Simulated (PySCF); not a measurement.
PySCF input:

```python
from pyscf import gto, scf, dft

mol = gto.M(
    atom='''
    Si   -0.95883881   -0.30942281    0.02684695
    Cl    1.01896415    0.28109145   -0.01699743
    H    -1.33338603   -1.13989588   -1.12352076
    H    -1.10636702    1.22630442   -0.35157038
    H    -1.45889412   -0.53304401    1.38819012
    ''',
    basis='def2-tzvpd',
    charge=1,
    spin=1,
    verbose=4,
)

mf = scf.UHF(mol).density_fit(auxbasis='def2-universal-jkfit')
mf.conv_tol = 1e-9
mf.max_cycle = 100
mf.max_memory = 1500
mf.kernel()
if not mf.converged:
    mf = mf.newton()
    mf.kernel(mf.make_rdm1())
for _ in range(2):
    mo, _, stable, _ = mf.stability(return_status=True)
    if stable:
        break
    mf.kernel(mf.make_rdm1(mo, mf.mo_occ))
mf.analyze()
```

**Question.** Predict the final energy.

**Answer.** -749.85250 Eh (HF/def2-TZVPD).
